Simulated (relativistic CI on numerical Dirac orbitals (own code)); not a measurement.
**Hyperfine structure of Rh39+, mass number 103**

Method of calculation: Dirac-Coulomb-Breit CI, separate exchange-only KLI orbitals for each configuration, a model potential for QED, unscaled Slater integrals (own radial code, finite nucleus).

Configurations in the expansion (outside the closed core 1s2): 2s2 2p2, 2s 2p3, 2p4, 2p3 3s, 2p3 3p, 2p3 3d, 2s2 2p 3s, 2s2 2p 3p, 2s2 2p 3d, 2s 2p2 3s, 2s 2p2 3p, 2s 2p2 3d, 2s2 2p 4s, 2s2 2p 4p, 2s2 2p 4d, 2s2 2p 4f. Levels of other configurations are missing.

Nuclear spin I = 1/2, μ = -0.08829 μN (tables of Stone and Pyykkö). The electronic factors are computed for point nuclear moments, without core polarisation or the Bohr-Weisskopf and QED corrections.

```json
{"Level": "2s2 2p2 3P_1", "E (Ry)": "10.5226", "A (GHz)": "7.222"}
{"Level": "2s2 2p2 1D_2", "E (Ry)": "11.5145", "A (GHz)": "-67.02"}
{"Level": "2s2 2p2 3P_2", "E (Ry)": "22.7347", "A (GHz)": "-31.74"}
{"Level": "2s 2p3 3D°_2", "E (Ry)": "30.9425", "A (GHz)": "-122.1"}
{"Level": "2s 2p3 3D°_3", "E (Ry)": "32.9939", "A (GHz)": "-145.8"}
{"Level": "2s 2p3 1D°_2", "E (Ry)": "36.6494", "A (GHz)": "-4.369"}
{"Level": "2s 2p3 3P°_2", "E (Ry)": "45.9480", "A (GHz)": "-164.4"}
```

Levels with J = 0, under 50 % of one LS term, or S terms without an open s electron are left out. Small factors come from cancelling terms and can be off by tens of per cent or more.

At this charge energies of transitions that change n are usually good to better than 1 %, and those within a shell (Δn = 0) to a few per cent.

(1) Give the hyperfine levels of 2s2 2p2 1D_2 relative to its centre of gravity.

Answers

(1) With K = F(F + 1) − I(I + 1) − J(J + 1), E = AK/2: F = 3/2: 100.5, F = 5/2: -67.02 GHz.

LS names give the leading component of a level, which can be under half, so a name can repeat, a term be missing and a line seem to break the LS rules.
